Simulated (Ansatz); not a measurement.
Frontier orbitals of ClF2H3SSi2 (`F[SiH](F)S[SiH2]Cl`).

The species carries charge 0 and has multiplicity 1. The geometry is a stationary point of PBE0-D4/def2-TZVP. It is one conformer, not always the lowest. Basis def2-TZVPP, Ansatz.

```
 functional  HOMO (eV)  LUMO (eV)  gap (eV)
LDA (SPW92)      -7.32      -1.55      5.77
        PBE      -7.18      -1.28      5.90
     revPBE      -7.12      -1.17      5.95
     r2SCAN      -7.49      -0.95      6.54
       PBE0      -8.43      -0.38      8.05
    r2SCANh      -7.95      -0.64      7.31
      BHLYP      -9.50       0.63     10.13
    ωB97X-V     -10.77       1.78     12.55
    ωB97M-V     -10.59       1.53     12.12
         HF     -11.24       3.11     14.35
```

From PBE to PBE0 the HOMO moves by −1.25 eV and the LUMO by +0.90 eV, and with ωB97M-V by −3.42 and +2.81 eV, so the gap grows from 5.90 to 12.12 eV with exact exchange. A positive LUMO is unbound and depends on the basis.
